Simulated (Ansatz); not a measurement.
Reaction (cleavage of the Si–Si bond): `O[Si@H](F)[Si@H](O)F` + `N[SiH3]` → `O[SiH](F)N[SiH3]` + `O[SiH2]F`

Computed with Ansatz on PBE0-D4/def2-TZVP structures; ΔE is electronic, products minus reactants. CCSD(T)/CBS adds triple-zeta CCSD(T) − MP2 to the extrapolated MP2 energy (def2 sets, frozen cores). This one scheme is used for every species. Functionals use def2-TZVPP. B3LYP here is the variant with VWN-RPA as its local correlation; programs differ in this. Each species was taken in one conformer, which may not be the lowest.

```csv
level,ΔE (kcal/mol),difference from CCSD(T)/CBS
r2SCAN-D4,-26.3,1.9
PBE0-D4,-24.1,4.1
r2SCAN,-26.2,2.0
B3LYP,-25.7,2.5
SCS-MP2/def2-TZVPP,-30.2,-2.0
CCSD(T)/def2-TZVPP,-28.6,-0.4
HF/def2-QZVPP,-31.9,-3.7
SCS-MP2/def2-QZVPP,-30.0,-1.8
HF/CBS(def2),-32.0,-3.8
MP2/CBS(def2),-29.8,-1.6
CCSD(T)/CBS,-28.2,0
```

Largest T1 diagnostic among the species: 0.013.

From PBE to PBE0 (25 % exact exchange), in def2-TZVPP and without D4, ΔE moves by −2.7 kcal/mol. In def2-TZVPP, CCSD(T) changes the Hartree–Fock value by +3.0 kcal/mol (the triples alone add +0.5 kcal/mol) and MP2 by +1.3 kcal/mol.
